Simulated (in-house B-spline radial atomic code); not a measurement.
# RPA and G0W0 on PBEsol: Sr²⁺

Configuration [Ar] 3d10 4s2 4p6, mean-field start PBEsol. Computed with a B-spline radial code for spherical atoms: all electrons, scalar-relativistic (spin-free one-electron X2C), finite nucleus, each spin shell either full or empty, empty states to l = 9 with an (l + 1/2)⁻⁴ tail; G0W0 by contour deformation at full frequency.

Command:
```bash
python run_gw.py task.json out
```
Settings (radii: box in bohr, nucleus in fm):
```
Z                        38
electrons                36
configuration            [Ar] 3d10 4s2 4p6
hamiltonian              x2c
method                   pbesol
lmax                     9
rms_radius               4.224
spin_polarised           False
box_radius               17.55
intervals                69
```

Cost of the run: 1.6 s on 1 thread of Intel(R) Xeon(R) 6975P-C, with other jobs on the host.

Energies (hartree):

| term | value |
| --- | --- |
| mean-field total | -3176.33425 |
| Hartree-Fock functional on these orbitals | -3176.76912 |
| direct second order | -3.0851 |
| second-order exchange | 0.88406 |
| SOSEX correction | 0.81715 |

(1) What is the RPA correlation energy, and what remains with SOSEX?

Quasi-particle levels (eV):

| level | occupied | mean field | Σx - vxc | Σc | QP weight | G0W0 |
| --- | --- | --- | --- | --- | --- | --- |
| 4p | yes | -36.50 | -6.42 | ? | ? | ? |
| 5s | no | -13.424 | 3.44 | -1.00 | 0.978 | -10.983 |

G0W0 = mean field + (Σx - vxc) + Σc, with Σc (partial-wave tail included) taken at the quasi-particle energy. Only the outer levels were computed. Levels of low weight are left out.

(2) Where does G0W0 put 4p?

## Answers

(1) RPA gives -2.6956 hartree (-2.04 eV per electron); RPA + SOSEX gives -1.8784, and the second-order doubles -2.2011 hartree (no singles). SOSEX takes back 30 % of the RPA value.

(2) At -43.22 eV, with Σc = -0.30 eV and a quasi-particle weight of 0.927. The tabulated removal energy is 42.884 eV (NIST, measured); the calculation leaves out spin-orbit coupling, Breit and QED terms, and what these don't explain is the method's own error.
